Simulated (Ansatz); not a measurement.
CH5AsSi (SMILES C1[SiH2][AsH]1): the vertical ionisation energy from total energies

CH5AsSi: 8 atoms, total charge 0, spin state singlet. SMILES: `C1[SiH2][AsH]1`. Geometry: relaxed at PBE0-D4/def2-TZVP.

```xyz
8

C    -0.7703    0.0179   -0.5760
Si    0.7078    0.6631    0.3157
As   -0.5381   -1.1227    1.1072
H    -0.6672   -0.5240   -1.5093
H    -1.6907    0.5918   -0.5223
H     0.5813    1.9739    0.9905
H     2.0408    0.4223   -0.2771
H     0.4284   -2.0794    0.4156
```

Both states at this one shape; open shells run unrestricted unless said. 1 Eh = 27.2114 eV.

```
                             level  program  singlet CH5AsSi (Eh)  doublet CH5AsSi+ (Eh)  HOMO of the first (eV)
                     BLYP/def2-SVP   Ansatz          -2566.064677           -2565.743729                   -5.66
                   r2SCAN/def2-SVP   Ansatz          -2566.003055           -2565.672402                   -6.15
B3LYP/6-31G* (Cartesian functions)   Ansatz          -2566.213371           -2565.886274                   -6.57
                CAM-B3LYP/def2-SVP   Ansatz          -2566.150277           -2565.819288                   -8.04
```

**Question.** Work out the vertical ionisation energy at each level.

**Answer.** 
1. BLYP/def2-SVP: -2565.743729 − (-2566.064677) = 0.320948 Eh = 8.73 eV; −ε(HOMO) = 5.66 eV.
2. r2SCAN/def2-SVP: -2565.672402 − (-2566.003055) = 0.330653 Eh = 9.00 eV; −ε(HOMO) = 6.15 eV.
3. B3LYP/6-31G* (Cartesian functions): -2565.886274 − (-2566.213371) = 0.327097 Eh = 8.90 eV; −ε(HOMO) = 6.57 eV.
4. CAM-B3LYP/def2-SVP: -2565.819288 − (-2566.150277) = 0.330989 Eh = 9.01 eV; −ε(HOMO) = 8.04 eV.

No measured value is set beside it here; the levels span 8.73 to 9.01 eV. In semi-local functionals −ε(HOMO) lies far under the ionisation energy, a result of self-interaction. All-electron rows are non-relativistic unless named.
